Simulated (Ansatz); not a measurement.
In₆Sb₅H₁₈⁻, a cluster cut from wurtzite InSb (hydrogen-capped). Total charge -1; singlet. Geometry PBE-D4/def2-SVP.

```csv
atom,x (Å),y (Å),z (Å)
In1,0.519,-1.445,-3.253
Sb2,2.220,-1.159,-0.919
Sb3,0.279,2.770,-1.796
In4,2.518,1.601,-0.397
In5,1.979,-2.528,1.629
Sb6,1.498,1.864,2.292
Sb7,-1.969,-0.873,-1.926
In8,-2.550,1.918,-1.797
In9,-2.816,-2.522,0.285
Sb10,-0.749,-1.777,2.154
In11,-0.988,0.759,3.441
H12,0.932,-0.102,-4.309
H13,0.567,-3.117,-3.773
H14,3.827,-1.484,-1.472
H15,0.843,2.855,-3.420
H16,0.417,4.474,-1.525
H17,4.000,2.503,-0.639
H18,2.096,-4.252,1.346
H19,3.040,-1.665,2.733
H20,2.833,1.370,3.261
H21,1.673,3.542,2.679
H22,-3.085,-1.322,-3.167
H23,-3.172,2.546,-3.310
H24,-3.075,2.466,-0.224
H25,-2.553,-4.196,-0.167
H26,-4.348,-1.911,0.878
H27,-1.089,-2.799,3.506
H28,-2.192,1.806,2.731
H29,-0.655,0.677,5.159
```

In the def2 sets In, Sb take a core potential, while STO-3G treats all electrons; there is no spin–orbit coupling. Single mean-field runs in def2-TZVP are fitted with def2-universal-jkfit.

Problem. Estimate the orbital energies around the gap (eV) in Ansatz with HF/STO-3G, PBE-D4/def2-TZVP, revPBE-D4/def2-TZVP, r2SCAN-D4/def2-TZVP, ωB97M-V/def2-TZVP.

Solution. 
```
orbital  HF/STO-3G  PBE-D4/def2-TZVP  revPBE-D4/def2-TZVP  r2SCAN-D4/def2-TZVP  ωB97M-V/def2-TZVP
HOMO−13      -5.53             -4.80                -4.77                -5.10              -7.88
HOMO−12      -5.48             -4.48                -4.43                -4.78              -7.88
HOMO−11      -5.43             -4.45                -4.40                -4.75              -7.84
HOMO−10      -5.38             -4.34                -4.29                -4.63              -7.72
 HOMO−9      -5.21             -4.23                -4.18                -4.51              -7.60
 HOMO−8      -5.10             -4.22                -4.18                -4.51              -7.54
 HOMO−7      -4.46             -3.80                -3.76                -4.06              -6.76
 HOMO−6      -4.36             -3.70                -3.63                -3.94              -6.54
 HOMO−5      -3.54             -3.33                -3.27                -3.56              -6.09
 HOMO−4      -3.46             -3.31                -3.26                -3.54              -6.08
 HOMO−3      -3.19             -3.22                -3.16                -3.43              -5.93
 HOMO−2      -2.98             -3.12                -3.07                -3.34              -5.86
 HOMO−1      -2.97             -3.07                -3.01                -3.27              -5.74
   HOMO      -2.84             -3.02                -2.95                -3.22              -5.63
   LUMO      10.11              0.31                 0.41                 0.50               2.48
 LUMO+1      10.22              0.45                 0.55                 0.61               2.53
 LUMO+2      10.58              0.56                 0.67                 0.77               2.57
 LUMO+3      10.83              0.62                 0.73                 0.77               2.77
 LUMO+4      11.09              0.72                 0.83                 0.96               2.86
 LUMO+5      11.73              0.76                 0.86                 0.98               2.87
```
